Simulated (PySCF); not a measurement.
Species: C5H7O2Si (charge -1).
Atom-mapped SMILES: `[O:1]=[CH:2]/[CH:3]=[C:4]([SiH3:5])\[CH:6]=[CH:7]/[O-:8]` (hydrogens: H9 on C2; H10 on C3; H11, H12, H13 on Si5; H14 on C6; H15 on C7)

Geometry (PBE0-D3(BJ)/def2-SVP, Å), atoms numbered from 1 in this order:
```xyz
15
C5H7O2Si angstrom
O      2.8734   -2.2351    0.3319
C      2.1746   -1.2572    0.0854
C      0.7432   -1.2283    0.0141
C     -0.0249   -0.1070   -0.2645
Si    -1.9361   -0.3060   -0.2934
C      0.4160    1.2094   -0.5334
C     -0.5829    2.1567   -0.7778
O     -1.8104    1.8897   -0.7696
H      2.6738   -0.2675   -0.1085
H      0.2433   -2.1851    0.2012
H     -2.0390   -1.8050    0.0258
H     -2.7273    0.2582    0.8533
H     -2.6525   -0.2778   -1.6145
H      1.4672    1.5085   -0.5554
H     -0.2766    3.2075   -0.9929
```

Theory: PySCF 2.14.0, PBE0-D3(BJ)/def2-SVP geometry optimisation, gas phase.

Masses are those of the commonest isotopes; rigid-rotor values at the optimised geometry. The values belong to one conformer with, in the numbering `[O:1]=[CH:2]/[CH:3]=[C:4]([SiH3:5])\[CH:6]=[CH:7]/[O-:8]`, O1–C2–C3–C4 180°, C3–C4–C6–C7 180°.

Q: What are A, B and C (GHz)?

A: Ia = 136.22, Ib = 544.99, Ic = 674.78 u·Å²; 505379 MHz·u·Å²/I gives 3710, 927.3 and 749.0 MHz, that is A = 3.7100, B = 0.9273, C = 0.7490 GHz.

Q: What kind of rotor is it?

A: An asymmetric top; Ray's κ = -0.880.

Q: What does the inertial defect say?

A: Not planar: Δ = Ic − Ia − Ib = -6.43 u·Å². For a rigid frame Δ = −2 Σ m c², so Σ m c² = 3.22 u·Å² lies off the ab plane, practically all of it from hydrogen. The atom farthest from that plane is 1.27 Å away.

Q: Give the other two planar moments, Paa and Pbb, and the rms extents of the mass along the axes.

A: Paa = Σ m a² = (Ib + Ic − Ia)/2 = 541.77 and Pbb = Σ m b² = (Ia + Ic − Ib)/2 = 133.01 u·Å². With the mass M = 127.02 u, the rms extents √(P/M) along a, b and c are 2.07, 1.02, 0.16 Å.

Q: Which types of transition are allowed, and where do some lines up to J = 3 fall?

A: The dipole components (about the centre of mass, as the species is charged) are |μa| = 1.45 D, |μb| = 2.35 D, |μc| = 0.00 D; the mirror of this Cs structure is the ab plane, so μc vanishes by symmetry (the 0.01 D computed is a residue) and there are no c-type lines. Intensities carry the squares of the components, which stand as 0.38 : 1.00 (a : b). Some lines, for components of 0.1 D or more:

```json
{"type": "b", "branch": "R", "J(Ka,Kc)": "2(0,2) ← 1(1,1)", "MHz": "562", "lower level (cm⁻¹)": "0.149"}
{"type": "a", "branch": "Q", "J(Ka,Kc)": "3(1,2) ← 3(1,3)", "MHz": "1070", "lower level (cm⁻¹)": "0.413"}
{"type": "b", "branch": "R", "J(Ka,Kc)": "3(0,3) ← 2(1,2)", "MHz": "2383", "lower level (cm⁻¹)": "0.255"}
{"type": "b", "branch": "Q", "J(Ka,Kc)": "1(1,0) ← 1(0,1)", "MHz": "2961", "lower level (cm⁻¹)": "0.056"}
{"type": "b", "branch": "Q", "J(Ka,Kc)": "2(1,1) ← 2(0,2)", "MHz": "3148", "lower level (cm⁻¹)": "0.167"}
{"type": "a", "branch": "R", "J(Ka,Kc)": "2(1,2) ← 1(1,1)", "MHz": "3174", "lower level (cm⁻¹)": "0.149"}
{"type": "a", "branch": "R", "J(Ka,Kc)": "2(0,2) ← 1(0,1)", "MHz": "3344", "lower level (cm⁻¹)": "0.056"}
{"type": "a", "branch": "R", "J(Ka,Kc)": "2(1,1) ← 1(1,0)", "MHz": "3531", "lower level (cm⁻¹)": "0.155"}
{"type": "b", "branch": "R", "J(Ka,Kc)": "1(1,1) ← 0(0,0)", "MHz": "4459", "lower level (cm⁻¹)": "0.000"}
{"type": "a", "branch": "R", "J(Ka,Kc)": "3(1,3) ← 2(1,2)", "MHz": "4756", "lower level (cm⁻¹)": "0.255"}
{"type": "a", "branch": "R", "J(Ka,Kc)": "3(2,2) ← 2(2,1)", "MHz": "5029", "lower level (cm⁻¹)": "0.551"}
{"type": "a", "branch": "R", "J(Ka,Kc)": "3(1,2) ← 2(1,1)", "MHz": "5291", "lower level (cm⁻¹)": "0.272"}
{"type": "b", "branch": "R", "J(Ka,Kc)": "2(1,2) ← 1(0,1)", "MHz": "5957", "lower level (cm⁻¹)": "0.056"}
{"type": "b", "branch": "R", "J(Ka,Kc)": "3(1,3) ← 2(0,2)", "MHz": "7369", "lower level (cm⁻¹)": "0.167"}
{"type": "b", "branch": "Q", "J(Ka,Kc)": "3(2,1) ← 3(1,2)", "MHz": "8127", "lower level (cm⁻¹)": "0.449"}
{"type": "b", "branch": "Q", "J(Ka,Kc)": "2(2,0) ← 2(1,1)", "MHz": "8356", "lower level (cm⁻¹)": "0.272"}
{"type": "b", "branch": "Q", "J(Ka,Kc)": "2(2,1) ← 2(1,2)", "MHz": "8883", "lower level (cm⁻¹)": "0.255"}
{"type": "b", "branch": "Q", "J(Ka,Kc)": "3(2,2) ← 3(1,3)", "MHz": "9156", "lower level (cm⁻¹)": "0.413"}
{"type": "b", "branch": "R", "J(Ka,Kc)": "2(2,1) ← 1(1,0)", "MHz": "11879", "lower level (cm⁻¹)": "0.155"}
{"type": "b", "branch": "R", "J(Ka,Kc)": "2(2,0) ← 1(1,1)", "MHz": "12065", "lower level (cm⁻¹)": "0.149"}
{"type": "b", "branch": "R", "J(Ka,Kc)": "3(2,1) ← 2(1,2)", "MHz": "13953", "lower level (cm⁻¹)": "0.255"}
{"type": "b", "branch": "Q", "J(Ka,Kc)": "3(3,0) ← 3(2,1)", "MHz": "14323", "lower level (cm⁻¹)": "0.720"}
{"type": "b", "branch": "Q", "J(Ka,Kc)": "3(3,1) ← 3(2,2)", "MHz": "14364", "lower level (cm⁻¹)": "0.719"}
{"type": "b", "branch": "R", "J(Ka,Kc)": "3(3,0) ← 2(2,1)", "MHz": "19393", "lower level (cm⁻¹)": "0.551"}
```

Q: Estimate the classical rotational partition function at 50 K, 298.15 K and 500 K.

A: Point group Cs, symmetry number σ = 1; q = (√π/σ)·√((kT/h)³/(ABC)), k/h = 20836.6 MHz/K: 37100 at 50 K, 541000 at 298.15 K, 1170000 at 500 K.

Whether it is a minimum is left open (no frequencies). No vibrational averaging or centrifugal distortion is included, and the geometry carries the error of its method. A rigid rotor knows nothing of internal rotation, which can split or shift real lines.
